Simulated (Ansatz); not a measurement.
FHfI3, SMILES `[F][Hf]([I])([I])[I]` at its PBE0-D4/def2-TZVP geometry, where that method's forces vanish. Charge 0, multiplicity 1. Hf, I takes the def2 core potential.

| atom | x (Å) | y (Å) | z (Å) |
| --- | --- | --- | --- |
| F1 | -0.278 | -0.743 | -1.855 |
| Hf2 | -0.020 | -0.052 | -0.131 |
| I3 | -1.432 | 2.220 | 0.108 |
| I4 | -0.869 | -1.866 | 1.660 |
| I5 | 2.599 | 0.440 | 0.217 |

**Question.** For each bond, give half the difference of the two atoms' forces along it (eV/Å; positive pushes the atoms apart) under PBE-D4, r2SCAN-D4, B3LYP-D4, ωB97M-V in def2-TZVPP. (Estimate.)

**Answer.** Computed: 
```csv
bond,length (Å),PBE-D4,r2SCAN-D4,B3LYP-D4,ωB97M-V
F1–Hf2,1.875,0.30,0.05,0.18,-0.02
Hf2–I3,2.687,0.05,0.06,0.11,0.01
Hf2–I4,2.687,0.05,0.06,0.11,0.01
Hf2–I5,2.687,0.05,0.06,0.11,0.01
```

B3LYP here is the variant with VWN-RPA as its local correlation; programs differ in this.
